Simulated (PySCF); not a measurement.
**Correlation energy of Bi³⁺ (bismuth, charge +3)**

[Xe] 4f14 5d10 6s2, closed-shell 1S. Calculation: PySCF 2.14, in ANO-RCC-VTZP (8s7p5d3f2g, 93 functions); scalar relativity by spin-free X2C-1e. Frozen: [Xe] 4f14 5d10; 2 electrons correlated.

With two correlated electrons CCSD is exact within the correlated space (frozen core and kept virtual orbitals).

```json
{"level": "CCSD", "correlation energy (mhartree)": "-26.42"}
```

Diagnostics: T1 = 0.0011, D1 = 0.0016, largest double amplitude 0.074.

Problem. Is a single reference adequate?

Solution. Mostly. T1 lies below 0.03, but a double amplitude of this size points to a near-degeneracy that CCSD handles and MP2 describes poorly.
